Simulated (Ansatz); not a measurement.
A structure relaxed at r2SCAN-D4/def2-TZVP in Ansatz, charge 1, doublet:

Cartesian coordinates in Å:
```
Cu 1.4339 0.1114 -0.2321
Cu -1.1075 0.8982 -0.3005
Se -0.3264 -1.0096 0.5326
```

(1) Give its formula and point group.

(2) Summarise the bond lengths by kind (pairs closer than 1.2 times the sum of covalent radii, bridged metal pairs left out).

Answers

(1) the cluster Cu2Se⁺. Point group C2v (tolerance 0.1 Å).

(2) 2 × Cu–Se 2.22 Å.

The relaxation made no stability test and no search for a lower SCF solution. No other spin state of charge 1 was run. The structure comes from a short search, and lower isomers may exist.
